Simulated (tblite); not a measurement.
Compound: C₇H₈FOP.
Numbering: `[CH2:1]=[CH:2][c:3]1[c:4]([O:5][CH3:6])[cH:7][pH:8][c:9]1[F:10]` (hydrogens: H11, H12 on C1; H13 on C2; H14, H15, H16 on C6; H17 on C7; H18 on P8)

Structure used (GFN2-xTB), in Å, numbered top down from 1:
```
atom  x, y, z in Å
C1     3.070    0.569   -0.301
C2     1.896   -0.052   -0.245
C3     0.625    0.560    0.086
C4    -0.605   -0.236    0.104
O5    -0.485   -1.549   -0.180
C6    -1.659   -2.326   -0.144
C7    -1.733    0.455    0.386
P8    -1.378    2.153    0.853
C9     0.346    1.853    0.381
F10    1.251    2.840    0.448
H11    3.182    1.619   -0.093
H12    3.968    0.033   -0.558
H13    1.826   -1.110   -0.459
H14   -1.353   -3.346   -0.369
H15   -2.124   -2.292    0.846
H16   -2.382   -1.986   -0.893
H17   -2.720    0.039    0.474
H18   -1.733    2.780   -0.348
```

Computed with GFN2-xTB (tblite): harmonic, unscaled wavenumbers at the GFN2-xTB geometry, gas phase. The method is semi-empirical: single wavenumbers can be off by several per cent or more. Modes of hydrogen on phosphorus can be 10 to 20 % off. One conformer, not necessarily the lowest.

Harmonic wavenumbers (cm⁻¹): 55.9, 88.8, 140.2, 170.0, 183.7, 222.3, 241.5, 266.6, 312.9, 370.3, 391.2, 432.0, 495.1, 544.1, 575.1, 661.9, 673.4, 725.2, 758.8, 769.5, 862.7, 889.0, 894.1, 1002.1, 1010.6, 1080.7, 1102.0, 1122.3, 1140.9, 1171.2, 1202.4, 1289.2, 1331.1, 1399.9, 1418.0, 1463.5, 1479.3, 1552.2, 1601.2, 1664.6, 2233.5, 2939.3, 2953.7, 3033.2, 3073.9, 3113.1, 3127.9, 3146.6.

A = 1448, B = 1049, C = 613.5 MHz; mass 158.030 u (most abundant isotopes); point group C1, symmetry number 1.

Q: Zero-point energy?

A: Half the sum of the wavenumbers: 28188 cm⁻¹ = 80.59 kcal/mol.

Q: What is S at 400 K and 1 bar for an ideal gas of classical rigid rotors and harmonic oscillators?

A: Translation 42.57, rotation 31.10, vibration 40.83: S = 114.5 cal/(mol K).

Q: And Cp and H(400 K) − H(0)?

A: Cp = 50.77 cal/(mol K), of which vibrations give 42.82 (their classical limit is 48 R = 95.4); H(400 K) − H(0) = 11.97 kcal/mol without the zero-point energy, 8.79 from vibrations.

Q: How do the functions run with temperature in this model?

A: 
```tsv
T (K)	S (cal/(mol K))	Cp (cal/(mol K))	H − H(0) (kcal/mol)	G − H(0) (kcal/mol)	ln q(vib)
100	70.0	19.1	1.26	-5.74	1.35
200	86.8	30.6	3.76	-13.61	3.94
300	101.3	41.3	7.36	-23.03	6.71
500	126.7	58.7	17.46	-45.89	12.23
800	158.1	74.6	37.69	-88.80	20.01
1000	175.5	81.2	53.32	-122.20	24.76
```

q(vib) and H(0) count from the zero-point level.

Q: What must be added to the electronic energy to get the Gibbs energy at 400 K and 1 bar?

A: ZPE + [H(400 K) − H(0)] − T·S = 80.59 + 11.97 − 45.80 = 46.76 kcal/mol.

Q: Blend soft modes into free rotors: weight 1/[1 + (100 cm⁻¹/ν̃)⁴] for the oscillator and the rest for a rotor with moment μB/(μ + B), μ = h/(8π²ν), B = 10⁻⁴⁴ kg m². What vibrational entropy results?

A: 38.71 cal/(mol K) in place of 40.83, which changes −T·S at 400 K by +0.85 kcal/mol.

Q: Which modes carry the vibrational entropy at 400 K?

A: 55.9 cm⁻¹: 5.18; 88.8 cm⁻¹: 4.26; 140.2 cm⁻¹: 3.37; 170.0 cm⁻¹: 3.00; 183.7 cm⁻¹: 2.85; 222.3 cm⁻¹: 2.48 cal/(mol K); the other 42 give 19.69 together.

Hindered rotation and anharmonicity are outside this model. Other conformers, if any are populated, would add a mixing term that is left out. The structure is chiral; the term R ln 2 for an equal mix with its mirror image is left out.

Run on one thread of an x86-64 server, no GPU, on a shared host. The figure is for the frequency step alone.
